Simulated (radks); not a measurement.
Task: Radial electron density D(r) = 4 pi r^2 rho(r) of an atom or ion with 1 electrons. All-electron calculation, non-relativistic Kohn-Sham, LDA (Slater exchange, Perdew-Wang correlation), spin-polarised, spherical densities, point nucleus. Program: a radial shooting solver on a logarithmic mesh with Libxc functionals.

```
   r/bohr * D(r) (the largest magnitude, 1.05, reaches the edge; | marks zero)
  0.05801 |   *
  0.06234 |    *
  0.06753 |     *
  0.07258 |     *
  0.07862 |      *
  0.08449 |       *
  0.09153 |        *
  0.09836 |          *
   0.1066 |           *
   0.1145 |            *
    0.124 |              *
   0.1344 |                *
   0.1444 |                  *
   0.1564 |                    *
   0.1681 |                      *
   0.1821 |                         *
   0.1957 |                           *
    0.212 |                              *
   0.2278 |                                 *
   0.2468 |                                    *
   0.2652 |                                      *
   0.2873 |                                         *
   0.3088 |                                            *
   0.3345 |                                               *
   0.3595 |                                                 *
   0.3894 |                                                   *
   0.4185 |                                                    *
   0.4533 |                                                     *
   0.4872 |                                                      *
   0.5278 |                                                      *
   0.5672 |                                                     *
   0.6144 |                                                    *
   0.6656 |                                                  *
   0.7153 |                                               *
   0.7748 |                                            *
   0.8327 |                                        *
    0.902 |                                    *
   0.9694 |                                *
     1.05 |                           *
    1.128 |                       *
    1.222 |                   *
    1.314 |               *
    1.423 |           *
    1.529 |        *
    1.657 |      *
     1.78 |    *
    1.929 |  *
    2.073 | *
    2.245 |*
    2.413 |*
    2.614 *
    2.809 *
    3.043 *
```

What is the nuclear charge?

Result: Z = 2. The innermost maximum, from 1s, lies near 1/Z = 0.5 bohr (found: 0.507), and its height grows with Z. The density is that of the helium ion He+ in 1s1; the configuration itself is not fixed sharply by these data. D(r) has 1 maximum, at r = 0.507 bohr.
